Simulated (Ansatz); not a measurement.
One change: `BCSCF` becomes `FCSC[SiH3]`.

Ansatz, PBE0-D4/def2-TZVP geometries, multiplicity 1. Each molecule was computed in one conformer, which needn't be the lowest.

```tsv
property	`BCSCF`
HOMO energy (B3LYP/def2-TZVPP) / eV	-6.75
LUMO energy (PBE/def2-TZVPP) / eV	-2.71
LUMO energy (B3LYP/def2-TZVPP) / eV	-1.91
size of the dipole moment (B3LYP/def2-TZVPP) / D	1.66
HOMO energy (ωB97M-V/def2-TZVPP) / eV	-9.21
HOMO–LUMO gap (PBE0/def2-TZVPP) / eV	5.32
```

Problem. What does the change do to each property? (Estimate.)

Solution. Ansatz gave: 
```json
{"property": "HOMO energy (B3LYP/def2-TZVPP) / eV", "`FCSC[SiH3]`": "-6.67", "shift": "0.08"}
{"property": "LUMO energy (PBE/def2-TZVPP) / eV", "`FCSC[SiH3]`": "-0.66", "shift": "2.05"}
{"property": "LUMO energy (B3LYP/def2-TZVPP) / eV", "`FCSC[SiH3]`": "0.00", "shift": "1.91"}
{"property": "size of the dipole moment (B3LYP/def2-TZVPP) / D", "`FCSC[SiH3]`": "1.07", "shift": "-0.59"}
{"property": "HOMO energy (ωB97M-V/def2-TZVPP) / eV", "`FCSC[SiH3]`": "-9.08", "shift": "0.13"}
{"property": "HOMO–LUMO gap (PBE0/def2-TZVPP) / eV", "`FCSC[SiH3]`": "7.13", "shift": "1.81"}
```

With PBE0 the HOMO rises by 0.09 eV and the LUMO rises by 1.90 eV, so the gap widens by about 1.81 eV. PBE moves the HOMO by 0.06 eV and ωB97M-V by 0.13 eV. Dipoles are sizes alone; their direction can turn.

B3LYP here is the variant with VWN-RPA as its local correlation; programs differ in this.
